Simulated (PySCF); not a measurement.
C₃H₁₀GaN.
Structure used (PBE0-D3(BJ)/def2-SVP), in Å, numbered top down from 1:
```
atom  x, y, z in Å
C1    -1.336    1.289    0.948
C2    -1.448    0.134    0.264
C3    -0.747   -1.131    0.536
Ga4    0.862   -1.267   -0.701
N5     1.572    0.701   -0.357
H6    -0.764    1.345    1.883
H7    -1.872    2.190    0.639
H8    -2.074    0.146   -0.641
H9    -0.394   -1.200    1.577
H10   -1.382   -2.005    0.319
H11    0.538   -1.180   -2.248
H12    2.071   -2.141   -0.177
H13    0.731    1.238   -0.094
H14    1.995    1.138   -1.174
H15    2.238    0.759    0.412
```

Method: delta-SCF UKS SCAN, pcX-2 on the ionised atom, pcseg-1 elsewhere, spin-free X2C (PySCF). The ground state was rerun for each ionised atom, in the same mixed basis as its hole state.

```json
{"ionised atom": "C1", "basis functions": "164", "E(ground) (Eh)": "-2115.01047", "binding energy (eV)": "289.490"}
{"ionised atom": "C2", "basis functions": "164", "E(ground) (Eh)": "-2115.01061", "binding energy (eV)": "290.356"}
{"ionised atom": "C3", "basis functions": "164", "E(ground) (Eh)": "-2115.01010", "binding energy (eV)": "289.459"}
{"ionised atom": "N5", "basis functions": "164", "E(ground) (Eh)": "-2115.01931", "binding energy (eV)": "406.791"}
```

Problem. Fill in the total energy of each core-ionised state.

Solution. With binding energy = E(ionised) − E(ground) and 27.2114 eV a hartree:

| atom | binding energy (Eh) | E(ionised) (Eh) |
| --- | --- | --- |
| C1 | 10.6386 | -2104.3719 |
| C2 | 10.6704 | -2104.3402 |
| C3 | 10.6374 | -2104.3727 |
| N5 | 14.9493 | -2100.0700 |

Problem. How much do the ground-state energies differ, and what would follow from using one of them for all holes?

Solution. They run from -2115.0193 Eh (core basis on N5) to -2115.0101 Eh (on C3), 0.0092 Eh or 0.25 eV apart, for one and the same state in different bases and grids. Pairing the ion of C3 with the ground state of N5 would put its binding energy 0.25 eV too high.

Lowest listed C 1s: C3, bonded to C, 2 H and Ga. Highest, 0.90 eV above it: C2, bonded to C (double bond), C and H. The values 289.46 and 289.49 eV lie too close for their order to be trusted.

Only 1s holes are shown. Spin contamination (⟨S²⟩ against 0.75 for a pure doublet) is marked for C 1s of C2 (0.86), which makes this value less certain. Isolated species at its PBE0-D3(BJ)/def2-SVP geometry (one conformer only).
